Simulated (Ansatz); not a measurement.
WOCl4 (WCl₄O), relaxed as a singlet with RKS B3LYP-D4/def2-SVP in Ansatz, starting from the GFN2-xTB geometry. Force threshold 0.02 eV/Å.

In the def2 sets W takes a core potential; there is no spin–orbit coupling.

Start:

```xyz
6

W     0.003    0.135    0.028
O     0.049    1.767    0.388
Cl   -0.857   -0.880    1.862
Cl    1.994   -0.708    0.710
Cl    0.831   -0.071   -2.071
Cl   -2.020   -0.243   -0.917
```

Problem. Estimate the energy that the relaxation releases and the steps that it takes.

Solution. 0.15 eV, in 4 steps; 14 s on 4 threads of Intel Xeon Platinum 8175M on a shared host. No frequencies were taken in this run, so the end may be a saddle point.

Problem. Does the start keep its bonding and symmetry?

Solution. By distances, no bond broke or formed. The bond that changes most is W1–Cl6, from 2.26 to 2.32 Å (atoms count from 1). Point group C4v at the start, C4v at the end, both within 0.05 Å.

Problem. Predict the relaxed structure.

Solution. 
Cartesian coordinates in Å:
```
W 0.002 0.089 0.019
O 0.048 1.731 0.378
Cl -0.884 -0.873 1.931
Cl 2.059 -0.695 0.741
Cl 0.859 -0.037 -2.129
Cl -2.084 -0.215 -0.939
```
Bond lengths: 4 × Cl–W 2.32 Å; 1 × O–W 1.68 Å.
